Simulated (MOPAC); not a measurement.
Input for MOPAC: PM3 on C3H7Cl (a complex), monomers drawn apart or pushed together.

```
PM3 1SCF PRECISE CHARGE=0 THREADS=1
C3H7Cl

Cl     0.24084967 1     0.21108879 1     0.53839579 1
H      0.54917045 1     0.09146556 1     1.79286712 1
C      1.10134236 1    -0.53501764 1     4.29928747 1
C      0.19246890 1     0.42453716 1     4.45315046 1
C     -1.28711027 1     0.21776138 1     4.45508775 1
H      0.81287195 1    -1.57284374 1     4.17381494 1
H      2.16185088 1    -0.31860169 1     4.30889621 1
H      0.53267565 1     1.44895498 1     4.58093473 1
H     -1.75916217 1     0.79159128 1     3.65285656 1
H     -1.54566032 1    -0.83321113 1     4.32286142 1
H     -1.72499737 1     0.56767610 1     5.39379355 1
```

The log:

```
*******************************************************************************
 **                                                                           **
 **                              MOPAC v23.2.5                                **
 **                                                                           **
 *******************************************************************************
 ** MOPAC's Digital Object Identifier: https://doi.org/10.5281/zenodo.6511958 **
 **                                                                           **
 ** Please cite the open-source release paper for use of this MOPAC version:  **
 ** J. E. Moussa and J. J. P. Stewart (2026)                                  **
 ** MOPAC: An open-source semiempirical molecular orbital program             **
 ** J. Open Source Softw., 11(119), 8025, https://doi.org/10.21105/joss.08025 **
 *******************************************************************************

                              PM3 CALCULATION RESULTS

 *******************************************************************************
 *  PM3        - The PM3 Hamiltonian to be used
 *
 *
 *
 *                 CHARGE ON SYSTEM = 0
 *
 *
 *
 *  PRECISE    - TIGHTER CRITERIA TO BE USED
 *  1SCF       - DO 1 SCF AND THEN STOP
 *  THREADS=1  - MULTI-THREADING NOT USED
 *  T=         - A TIME OF 172800.0 SECONDS REQUESTED
 *  DUMP=N     - RESTART FILE WRITTEN EVERY 7200.0 SECONDS REQUESTED
 *******************************************************************************
PM3 1SCF PRECISE CHARGE=0 THREADS=1
 C3H7Cl

   ATOM   CHEMICAL          X               Y               Z
  NUMBER   SYMBOL      (ANGSTROMS)     (ANGSTROMS)     (ANGSTROMS)

     1      Cl          0.24084967  *   0.21108879  *   0.53839579  *
     2       H          0.54917045  *   0.09146556  *   1.79286712  *
     3       C          1.10134236  *  -0.53501764  *   4.29928747  *
     4       C          0.19246890  *   0.42453716  *   4.45315046  *
     5       C         -1.28711027  *   0.21776138  *   4.45508775  *
     6       H          0.81287195  *  -1.57284374  *   4.17381494  *
     7       H          2.16185088  *  -0.31860169  *   4.30889621  *
     8       H          0.53267565  *   1.44895498  *   4.58093473  *
     9       H         -1.75916217  *   0.79159128  *   3.65285656  *
    10       H         -1.54566032  *  -0.83321113  *   4.32286142  *
    11       H         -1.72499737  *   0.56767610  *   5.39379355  *



          CARTESIAN COORDINATES

    NO.       ATOM           X           Y           Z

     1        Cl          0.2408      0.2111      0.5384
     2         H          0.5492      0.0915      1.7929
     3         C          1.1013     -0.5350      4.2993
     4         C          0.1925      0.4245      4.4532
     5         C         -1.2871      0.2178      4.4551
     6         H          0.8129     -1.5728      4.1738
     7         H          2.1619     -0.3186      4.3089
     8         H          0.5327      1.4490      4.5809
     9         H         -1.7592      0.7916      3.6529
    10         H         -1.5457     -0.8332      4.3229
    11         H         -1.7250      0.5677      5.3938

  H: (PM3): J. J. P. STEWART, J. COMP. CHEM. 10, 209 (1989).
  C: (PM3): J. J. P. STEWART, J. COMP. CHEM. 10, 209 (1989).
 Cl: (PM3): J. J. P. STEWART, J. COMP. CHEM. 10, 209 (1989).

           Empirical Formula: C3 H7 Cl  =    11 atoms



      MOLECULAR POINT GROUP   :   C1


      RHF CALCULATION, NO. OF DOUBLY OCCUPIED LEVELS = 13


 -------------------------------------------------------------------------------
 PM3 1SCF PRECISE CHARGE=0 THREADS=1
 C3H7Cl



     1SCF WAS SPECIFIED, SO BFGS WAS NOT USED
     SCF FIELD WAS ACHIEVED


                              PM3 CALCULATION
                                                       MOPAC v23.2.5 Linux




          FINAL HEAT OF FORMATION =        -15.10418 KCAL/MOL =     -63.19587 KJ/MOL


          COSMO AREA              =        131.70 SQUARE ANGSTROMS
          COSMO VOLUME            =        115.47 CUBIC ANGSTROMS

          IONIZATION POTENTIAL    =         10.459533 EV
          HOMO LUMO ENERGIES (EV) =        -10.460  0.777
          NO. OF FILLED LEVELS    =         13
          MOLECULAR WEIGHT        =         78.5413         POINT GROUP:  C1

          MOLECULAR DIMENSIONS (Angstroms)

            Atom       Atom       Distance
            H    11   Cl     1     5.25039
            H     7    H     9     4.01990
            H     6    H     8     2.85083


          SCF CALCULATIONS        =          1





   ATOM   CHEMICAL          X               Y               Z
  NUMBER   SYMBOL      (ANGSTROMS)     (ANGSTROMS)     (ANGSTROMS)

     1      Cl          0.24084967  *   0.21108879  *   0.53839579  *
     2       H          0.54917045  *   0.09146556  *   1.79286712  *
     3       C          1.10134236  *  -0.53501764  *   4.29928747  *
     4       C          0.19246890  *   0.42453716  *   4.45315046  *
     5       C         -1.28711027  *   0.21776138  *   4.45508775  *
     6       H          0.81287195  *  -1.57284374  *   4.17381494  *
     7       H          2.16185088  *  -0.31860169  *   4.30889621  *
     8       H          0.53267565  *   1.44895498  *   4.58093473  *
     9       H         -1.75916217  *   0.79159128  *   3.65285656  *
    10       H         -1.54566032  *  -0.83321113  *   4.32286142  *
    11       H         -1.72499737  *   0.56767610  *   5.39379355  *

                             CARTESIAN COORDINATES

   1   Cl        0.240849670     0.211088790     0.538395790
   2    H        0.549170450     0.091465560     1.792867120
   3    C        1.101342360    -0.535017640     4.299287470
   4    C        0.192468900     0.424537160     4.453150460
   5    C       -1.287110270     0.217761380     4.455087750
   6    H        0.812871950    -1.572843740     4.173814940
   7    H        2.161850880    -0.318601690     4.308896210
   8    H        0.532675650     1.448954980     4.580934730
   9    H       -1.759162170     0.791591280     3.652856560
  10    H       -1.545660320    -0.833211130     4.322861420
  11    H       -1.724997370     0.567676100     5.393793550


           Empirical Formula: C3 H7 Cl  =    11 atoms



      MOLECULAR POINT GROUP   :   C1


                  EIGENVALUES
 -55.37968 -35.76479 -27.26363 -19.93636 -16.71600 -15.32039 -14.96031 -14.23669
 -13.25515 -12.46500 -10.97594 -10.97557 -10.45953   0.77707   1.55647   3.16655
   3.59656   3.74737   4.13327   4.23082   4.25695   5.29083   5.48385


              NET ATOMIC CHARGES AND DIPOLE CONTRIBUTIONS

  ATOM NO.   TYPE          CHARGE      No. of ELECS.   s-Pop       p-Pop
    1         Cl          -0.123944        7.1239     1.96871     5.15523
    2          H           0.115950        0.8841     0.88405
    3          C          -0.179297        4.1793     1.18527     2.99402
    4          C          -0.140760        4.1408     1.19698     2.94378
    5          C          -0.078046        4.0780     1.12561     2.95244
    6          H           0.085755        0.9142     0.91424
    7          H           0.086188        0.9138     0.91381
    8          H           0.092566        0.9074     0.90743
    9          H           0.047701        0.9523     0.95230
   10          H           0.044157        0.9558     0.95584
   11          H           0.049732        0.9503     0.95027
 DIPOLE           X         Y         Z       TOTAL
 POINT-CHG.    -0.110     0.022     0.876     0.884
 HYBRID         0.200    -0.047     0.767     0.794
 SUM            0.090    -0.025     1.643     1.646


          ATOMIC ORBITAL ELECTRON POPULATIONS

     Atom    s        px        py        pz
    1 Cl   1.96871   1.95210   1.99279   1.21035
    2  H   0.88405
    3  C   1.18527   0.98620   0.98700   1.02082
    4  C   1.19698   0.96270   0.99146   0.98963
    5  C   1.12561   0.92978   1.01057   1.01208
    6  H   0.91424
    7  H   0.91381
    8  H   0.90743
    9  H   0.95230
   10  H   0.95584
   11  H   0.95027

 **********************
 *                    *
 * JOB ENDED NORMALLY *
 *                    *
 **********************




 == MOPAC DONE ==
```

The run finished.

Cost: around 0.020 core-seconds (rough).
